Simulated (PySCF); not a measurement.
N⁺ (nitrogen, charge +1) across methods

[He] 2s1 2p2 3d1, one real determinant (an excited configuration). All numbers are calculated (PySCF 2.14, the spin-free X2C one-electron Hamiltonian (Gaussian nucleus), in aug-cc-pVTZ-DK).

| method | E (hartree) | mean ε 2s α (eV) | mean ε 2p α (eV) | mean ε 3d α (eV) | Σ⟨r²⟩ (bohr²) | ⟨S²⟩ |
| --- | --- | --- | --- | --- | --- | --- |
| wB97X | -52.9467 | -47.267 | -35.218 | -5.102 | 15.67 | 6.000 |
| M06-2X | -52.9117 | -47.038 | -34.776 | -3.872 | 15.74 | 6.000 |
| PBE0 | -52.8980 | -44.887 | -32.894 | -3.397 | 15.69 | 6.000 |
| UHF | -52.82480 | -53.518 | -39.923 | -4.617 | 15.74 | 6.000 |
| M06 | -52.9240 | -44.211 | -32.324 | -3.332 | 15.69 | 6.000 |
| LDA | -52.4742 | -41.598 | -30.300 | -2.704 | 15.63 | 6.000 |
| r2SCAN | -52.9399 | -43.141 | -31.306 | -2.765 | 15.74 | 6.000 |
| PBEsol | -52.6858 | -41.707 | -30.254 | -2.781 | 15.68 | 6.000 |
| PBE | -52.8912 | -41.871 | -30.410 | -2.891 | 15.69 | 6.000 |

⟨L²⟩ = 7.99 against 12 for a pure F term, so this real determinant mixes terms. The outer electron is Rydberg-like, and this basis confines it to a smaller radius and binds it less than a complete one would.
